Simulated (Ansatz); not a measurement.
Basis sets compared for the cluster Li4O2⁻ (the lowest doublet isomer of a short search). Charge -1, multiplicity 2. Geometry r2SCAN-D4/def2-TZVPD. Ansatz on 4 threads of Arm Neoverse V2 on a shared host; times are rough, and most runs start from earlier orbitals.

```xyz
6

Li    1.145   -0.726   -2.800
Li   -0.066    0.984   -0.280
Li   -1.217    0.703    2.776
Li    0.104   -0.972    0.293
O    -0.539    0.341    1.316
O     0.573   -0.331   -1.305
```

At HF/STO-3G, HF/6-31G, PBE-D4/def2-SVPD, PBE-D4/def2-TZVPD and others the highest occupied level of the charge -1 doublet lies above zero (up to 1.93 eV). In Hartree–Fock with 6-31G, STO-3G the lack of diffuse functions raises the level. It is a level of α spin, whose loss leaves a singlet; that state wasn't run at this geometry and level. The electron is either unbound and held by the finite basis, or the level is raised by self-interaction error. At PBE-D4/def2-SVPD, PBE-D4/def2-TZVPD the gap within one spin of the charge -1 doublet nearly closes, so an electron or hole may be smeared out by delocalisation error. The structure comes from a short search, and lower isomers may exist.

| level | functions | energy (Eh) | HOMO (eV) | LUMO (eV) | wall time |
| --- | --- | --- | --- | --- | --- |
| HF/STO-3G | 30 | -177.2005 | 1.93 | 4.98 | 0.2 s |
| HF/6-31G | 54 | -179.6156 | 0.57 | 2.36 | 0.35 s |
| PBE-D4/def2-SVPD | 94 | -180.3515 | 0.83 | 0.86 | 1.4 s |
| PBE0-D4/def2-SVPD | 94 | -180.3446 | 0.66 | 1.05 | 1.4 s |

(1) Estimate the rows for PBE-D4/def2-TZVPD, PBE0-D4/def2-TZVPD.

Results:

(1) 
| level | functions | energy (Eh) | HOMO (eV) | LUMO (eV) | wall time |
| --- | --- | --- | --- | --- | --- |
| PBE-D4/def2-TZVPD | 148 | -180.5356 | 0.79 | 0.79 | 2.1 s |
| PBE0-D4/def2-TZVPD | 148 | -180.5277 | 0.62 | 0.95 | 2.8 s |
